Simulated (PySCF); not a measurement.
Vertical excitations of a molecule H₆O₃Si₂ from TDA-PBE/def2-SVPD run with PySCF, as energy in eV (oscillator strength): 5.46 (0.013), 5.94 (0.004), 6.02 (0.008), 6.19 (0.014), 6.25 (0.007), 6.71 (0.010), 6.85 (0.022), 6.95 (0.045), 7.04 (0.027), 7.15 (0.003). Lowest triplet (TDA): 4.96 eV. The structure is a stationary point at ωB97X-D3(BJ)/def2-SVP. The values are those of a single conformer.

Task: Which molecule gave these data?
A) O[Si](O)(O)[SiH3]
B) O[SiH](O)O[SiH3]
C) O[SiH2]O[SiH2]O
D) O[SiH2][SiH](O)O

Result: D, O[SiH2][SiH](O)O
